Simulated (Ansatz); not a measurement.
Molecule: thiosilicic acid, sum formula H$_{4}$SiSO$_{3}$, net charge 0, singlet state. 
Structure (B3LYP-D3(BJ)/def2-TZVP (Ansatz, a first-principles code) minimum search):
SMILES: O[Si](O)(O)S
```xyz
9

O      0.5711    -0.1832     1.6663
Si    -0.2167    -0.1738     0.2354
O     -0.5207    -1.7395    -0.1244
O     -1.6636     0.5950     0.2326
S      1.0110     0.8759    -1.1583
H      0.3597    -0.9015     2.2704
H     -1.0819    -1.9271    -0.8812
H     -1.6689     1.5454     0.3742
H      2.1556     0.3238    -0.7216
```
Charge 0, spin multiplicity 1.

Basis-set convergence of Hartree-Fock and CCSD(T) correlation energies (hartree) with Ansatz. Cores are frozen in the correlated levels unless marked. No spin-orbit coupling. No relativistic terms.

| basis | functions | E(HF) | E(corr, CCSD(T)) |
|---|---|---|---|
| cc-pV(D+d)Z | 108 | -913.59318 | -0.84008 |
| cc-pV(T+d)Z | 224 | -913.72165 | -1.08076 |
| cc-pV(Q+d)Z | 413 | -913.74907 | -1.16191 |

Extrapolating the two largest sets (X = 3 and 4) as X^-3: E(corr) = (64·(-1.16191) - 27·(-1.08076))/37 = -1.2211 Eh, an estimate of the basis-set limit. The largest set recovers 95.2 % of it, the smallest 68.8 %.
